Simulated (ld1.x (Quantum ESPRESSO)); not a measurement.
Which change was made? (Fe, PAW)

* Element: Fe (Z = 26)
* Generator: ld1.x (Quantum ESPRESSO) 7.5
* Type: PAW
* Functional: LDA (PZ)
* Relativity: non-relativistic
* Frozen core: [Ar]
* Valence charge: 8
* Reference configuration: 3d6 4s1.75 4p0.25
* Partial waves: 4s (bound): rcut 2.10, rcutus 2.65 bohr; 4s channel at 0.85 Ry: rcut 2.10, rcutus 2.65 bohr; 4p (bound): rcut 2.00, rcutus 2.35 bohr; 4p channel at 4.25 Ry: rcut 2.00, rcutus 2.35 bohr; 3d (bound): rcut 1.20, rcutus 1.55 bohr; 3d channel at 0.9 Ry: rcut 1.20, rcutus 1.55 bohr
* Local potential: all-electron potential smoothed inside 1.85 bohr (lloc = -1)
* Core correction: a·sin(br)/r model core, default radius (core density twice the valence density)
* Augmentation charge: BESSEL, radius 1.35 bohr

Cutoffs, loose and tight: the cutoffs (Ry, on a coarse ladder) from which the occupation-weighted sum of valence levels, in a spherical-Bessel basis at the reference potential, stays within 10 and 1 mRy of its value at 400 Ry. They do not see the model core or the augmentation charge, which bear on the density cutoff. Test errors are all-electron minus pseudo excitation energies from the reference, over the configurations 3d6 4s2 4p0; 3d6 4s1 4p0; 3d6 4s0 4p0; 3d6 4s0 4p2; 3d7 4s0 4p0; 3d6.5 4s1.5 4p0; 3d7 4s1 4p0 (two spin-polarised tests are not counted in the largest error); variants that change the core or the reference have their own tests. The largest error is taken over the tests solved by every variant that gives reliable tests at all, those not shown here included: 3d6 4s0 4p0; 3d6 4s0 4p2; 3d6 4s1 4p0; 3d6 4s2 4p0; 3d6.5 4s1.5 4p0.

The base gives: outcome: generated; cutoff, loose: 45 Ry; cutoff, tight: 70 Ry; bound ghosts: none; largest test error (meV): -18.

After one change the result is: outcome: generated; cutoff, loose: 45 Ry; cutoff, tight: 70 Ry; bound ghosts: none; largest test error (meV): -21. Which change was it?
A. all radii but the core radius scaled by about 1.20 (s 3.18, p 2.82, d 1.86 bohr, rcut 2.52/2.40/1.44); local potential all-electron potential smoothed inside 2.22 bohr (lloc = -1); augmentation BESSEL, radius 1.62 bohr
B. waves 4s (bound): rcut 2.10, rcutus 3.36 bohr; 4s channel at 0.85 Ry: rcut 2.10, rcutus 3.36 bohr
C. augmentation PSQ, radius 1.25 bohr

C. The others give: all radii but the core radius scaled by about 1.20 (s 3.18, p 2.82, d 1.86 bohr, rcut 2.52/2.40/1.44); local potential all-electron potential smoothed inside 2.22 bohr (lloc = -1); augmentation BESSEL, radius 1.62 bohr → outcome: generated; cutoff, loose: 30 Ry; cutoff, tight: 50 Ry; bound ghosts: none; largest test error (meV): -15 | waves 4s (bound): rcut 2.10, rcutus 3.36 bohr; 4s channel at 0.85 Ry: rcut 2.10, rcutus 3.36 bohr → outcome: generated; cutoff, loose: 45 Ry; cutoff, tight: 70 Ry; bound ghosts: none; largest test error (meV): +65.
